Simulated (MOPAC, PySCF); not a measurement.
C4H7F, SMILES `C=CCCF` (C–C–C–C torsion 116°, C–C–C–F torsion 176°), neutral singlet in the gas phase. 

Cartesian coordinates (Å):
```xyz
12

C      1.9556    -0.4087     0.0732
C      0.6701    -0.7247     0.1562
C     -0.4209     0.2196     0.5615
C     -1.3968     0.4590    -0.5780
F     -2.4521     1.2632    -0.1406
H      2.6995    -1.1339    -0.2302
H      2.3108     0.5871     0.3132
H      0.3589    -1.7361    -0.0940
H      0.0004     1.1743     0.8828
H     -0.9829    -0.1942     1.4047
H     -1.8285    -0.4785    -0.9373
H     -0.9139     0.9728    -1.4117
```
Charge 0, spin multiplicity 1.

All levels are single points at this geometry (B3LYP-D3(BJ)/def2-TZVP); Pople sets use spherical d functions. Orbital energies aren't observables, and empty levels follow the basis.

| level | HOMO (eV) | LUMO (eV) | gap (eV) | dipole (D) | vertical IE, Delta-SCF (eV) |
|---|---|---|---|---|---|
| B3LYP-D3(BJ)/def2-TZVP in PySCF | -7.52 | -0.25 | 7.27 | 1.74 | 9.98 |
| M06-2X/6-31G* in PySCF | -8.73 | 1.48 | 10.20 | 1.72 | – |
| PBE/6-31G* in PySCF | -6.20 | -0.49 | 5.70 | 1.46 | – |
| HF/6-31G* in PySCF | -10.07 | 4.65 | 14.72 | 2.02 | 8.67 |
| PM6 in MOPAC | -10.48 | 0.93 | 11.41 | 1.54 | – |
| PM7 in MOPAC | -10.57 | 0.76 | 11.34 | 1.71 | – |
